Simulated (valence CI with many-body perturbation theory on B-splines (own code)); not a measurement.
Questions on Pm XLVII

Computed by valence CI with perturbative core correlation (CI+MBPT): five valence electrons over a frozen Dirac-Fock core [Ne], radial functions for each j: 11 s, 11 p, 10 d, 8 f, 5 g, 2 h, with the one-electron correlation potential Σ1 (screened to all orders), the two-electron term Σ2, the three-electron term Σ3, Breit, model QED; selected single and double excitations, second order for the rest, scaled by the run's own slope (own B-spline code, finite nucleus).

No measured spectrum was set against this ion. As an estimate, large intervals hold to a few tenths of a per cent, small ones and those within an open d or f shell to about a per cent. Among the levels kept, up to 3200 cm⁻¹ of a level comes from second order outside the variational space, and about a tenth of that is noise between levels of different J, which matters for small intervals.

Levels are named by their leading jj configuration (3d3/2^4 stands for four electrons in 3d with j = 3/2), which in mixed levels can hold well under half, so a name can repeat and another be missing.

Rates and lifetimes use the calculated energies. Strong lines usually hold to 10 to 20 %, long lifetimes can be off by a factor of two.

Task: What is the ground level?

Result: (3s^2 3p1/2^2 3p3/2) J=3/2, composition 46 % 3s²3p³ ²P° + 27 % 3s²3p³ ⁴S° + 26 % 3s²3p³ ²D°, g = 1.369.

Task: Name the longest-lived excited levels whose lifetime is computed, and their main decay.

Result: (3s^2 3p1/2 3p3/2 3d5/2) J=9/2 at 2836.8 × 10³ cm⁻¹ lives 3.21 μs, mostly by M1 to (3s^2 3p1/2 3p3/2 3d3/2) J=7/2; (3s^2 3p1/2 3p3/2^2) J=5/2 at 1135.3 × 10³ cm⁻¹ lives 234 ns, mostly by M1 to (3s^2 3p1/2^2 3p3/2) J=3/2; (3s^2 3p1/2 3p3/2^2) J=1/2 at 1231.0 × 10³ cm⁻¹ lives 64.2 ns, mostly by M1 to (3s^2 3p1/2^2 3p3/2) J=3/2.

Task: How well does LS coupling describe the low levels?

Result: Among the lowest 20 levels the leading LS term, summed over configurations, holds 52 % on average. For single configurations the figures are 50 % in LS and 87 % in jj coupling. Terms mix most in the J = 5/2 level at 1764.9 × 10³ cm⁻¹, where the leading one holds 29 %.

Task: Among levels below 6034.8 × 10³ cm⁻¹, which E1 lines absorb most strongly from the ground level?

Result: to (3s^2 3p1/2 3p3/2 3d3/2) J=5/2 at 3.637 nm, f = 0.261; to (3s^2 3p1/2 3p3/2 3d3/2) J=3/2 at 3.569 nm, f = 0.174; to (3s^2 3p1/2 3p3/2 3d5/2) J=3/2 at 3.572 nm, f = 0.118.

Task: Where does the other parity begin?

Result: At (3s^2 3p1/2^2 3d3/2) J=3/2, 1440.8 × 10³ cm⁻¹.
